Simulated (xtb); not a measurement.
Harmonic IR lines of one isomer of C5H9B, unscaled. These are xtb with GFN2-xTB values and carry that method's errors.

wavenumber (cm⁻¹): 581 (w), 719 (w), 809 (w), 828 (w), 838 (s), 971 (w), 1015 (w), 1035 (w), 1059 (w), 1157 (vw), 1206 (m), 1235 (s), 1285 (w), 1313 (w), 1374 (w), 1402 (w), 1477 (w), 1593 (vs), 1660 (m), 2625 (vs), 2656 (vs), 2990 (w), 3007 (m), 3036 (w), 3049 (m), 3064 (w), 3074 (s)

### Question
Which structure gives these lines?
A. `B/C=C/C=C\C`
B. `B/C(C)=C/C=C`
C. `B/C=C(\C)C=C`
D. `B/C=C(/C)C=C`

### Answer
A, `B/C=C/C=C\C`
